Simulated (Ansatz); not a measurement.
The lowest singlet and triplet of SO2 (SMILES O=S=O); geometries from B3LYP-D3(BJ)/def2-TZVP, each state relaxed from the structure named, with no frequency check.
Singlet (charge 0, multiplicity 1):
```json
[
 {"atom": "O", "x (Å)": "-1.2305", "y (Å)": "-0.3924", "z (Å)": "0.0000"},
 {"atom": "S", "x (Å)": "-0.0079", "y (Å)": "0.3657", "z (Å)": "0.0000"},
 {"atom": "O", "x (Å)": "1.2463", "y (Å)": "-0.3390", "z (Å)": "0.0000"}
]
```

A positive gap puts the triplet lower; no zero-point energy. R- takes a restricted singlet. The triplet is unrestricted in single-reference levels. Active spaces average the two states.

Correlated levels freeze the cores.

Programs: Ansatz (Gaussian basis) for Hartree–Fock, density functionals and correlated methods. Each number belongs to the level named beside it.

R-PBE/def2-TZVPP gives -3.117 eV for the gap E(singlet) − E(triplet), vertical, at the singlet's geometry.

Problem. Predict the shift from PBE, with its sign, for: R-r2SCAN/def2-TZVPP, R-B3LYP/def2-TZVPP, R-wB97M-V/def2-TZVPP, R-B2PLYP/def2-TZVPP, R-MP2/cc-pV(Q+d)Z, R-CCSD(T)/cc-pV(Q+d)Z, SC-NEVPT2 on SA-CASSCF(12,9)/cc-pV(Q+d)Z, FIC-MRCISD+Q on SA-CASSCF(12,9)/cc-pV(Q+d)Z.

Solution. R-r2SCAN/def2-TZVPP 0.154; R-B3LYP/def2-TZVPP 0.001; R-wB97M-V/def2-TZVPP -0.268; R-B2PLYP/def2-TZVPP -0.188; R-MP2/cc-pV(Q+d)Z -1.285; R-CCSD(T)/cc-pV(Q+d)Z -0.368; SC-NEVPT2 on SA-CASSCF(12,9)/cc-pV(Q+d)Z -0.352; FIC-MRCISD+Q on SA-CASSCF(12,9)/cc-pV(Q+d)Z -0.445 eV. 2 of 8 lie above PBE; the widest gap is to R-MP2/cc-pV(Q+d)Z.

Doubts at one or more of the structures used: a restricted determinant that unrestricted orbitals would lower (R-MP2/cc-pV(Q+d)Z, R-CCSD(T)/cc-pV(Q+d)Z); T1 above 0.05 (R-CCSD(T)/cc-pV(Q+d)Z).

Ansatz is a quantum-chemistry and plane-wave program.
